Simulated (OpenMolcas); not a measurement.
Co+.

```yaml
Program: OpenMolcas
Method: CASSCF
Basis: ANO-R1 [5s3p2d1f]
Scalar_Hamiltonian: X2C, finite nucleus
Active_space: 8 electrons in 6 orbitals (3d 4s)
State_averaging: 2S+1 = 5 even, 10 roots; 2S+1 = 3 even, 45 roots (40 in the spin-orbit step); 2S+1 = 1 even, 28 roots (9 in the spin-orbit step)
Spin-orbit_coupling: state interaction with AMFI integrals over the reference wave functions, term energies averaged over their components
```

Levels without dynamic correlation, in cm⁻¹ above 3d⁷ 4s ⁵F₅:

```json
{"Level": "3d⁷ 4s ⁵P₃", "E": "19039"}
{"Level": "3d⁷ 4s ³F₄", "E": "7801"}
{"Level": "3d⁷ 4s ³G₅", "E": "21269"}
```

On this reference, MS-CASPT2, IPEA 0.25 Eh, imaginary shift 0.1 Eh (closed shells correlated: 3s 3p) puts 3d⁷ 4s ⁵P₃ at 16080 cm⁻¹.

Problem. Estimate the other levels at that method by one scale factor, and say how well it serves.

Solution. The factor is 16080 / 19039 = 0.845. Scaled values beside those that MS-CASPT2 gives:
| Level | Scaled | MS-CASPT2 | Miss (%) |
| --- | --- | --- | --- |
| 3d⁷ 4s ³F₄ | 6592 | 3510 | +87.8 |
| 3d⁷ 4s ³G₅ | 17972 | 16780 | +7.1 |
For these levels the scaled values miss MS-CASPT2 by up to 87.8 %, as correlation changes each term by its own factor, spin-orbit parts do not scale and CASPT2 has its own spread within terms. This holds within one configuration; levels of others move differently, and the target method has errors of its own against measurement.

CASPT2 does not keep the components of a term degenerate, so their means are used; among the terms shown or strongly mixed into the levels shown the widest spread is 1100 cm-1 (3d⁷ 4s ³F, MS-CASPT2). Some high roots are left out of the spin-orbit mixing, which shifts the levels that they would mix with. Without dynamic correlation excited terms often stand tens of per cent too high (terms of higher spin than the ground term too low), and those without a measured partner can miss by more than the paired ones (holds for CASSCF). The lowest computed level is not the ground level that NIST lists (3F4) (holds for CASSCF). Some terms miss by over 15 % even with CASPT2, which points to a basis or an active space too small for the shells correlated (holds for MS-CASPT2). Only configurations of the active space appear.
